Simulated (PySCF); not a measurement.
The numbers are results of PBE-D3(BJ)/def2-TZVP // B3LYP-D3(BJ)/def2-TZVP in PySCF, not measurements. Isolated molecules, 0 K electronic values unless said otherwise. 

Reference species (SMILES): `[AlH3]` (neutral, multiplicity 1).

```json
{
 "HOMO": "-7.30 eV",
 "HOMO–LUMO gap": "4.78 eV"
}
```

Changed species: `[CH3][Al]([CH3])[CH3]` (0 of 3 CH3 replaced by H; the reference has 3 of 3 CH3 replaced by H).

### Question
Give the shifts of the HOMO and HOMO–LUMO gap.

### Answer
the HOMO increases by 1.05 eV, to -6.25 eV; the HOMO–LUMO gap goes up by 0.32 eV, to 5.10 eV.
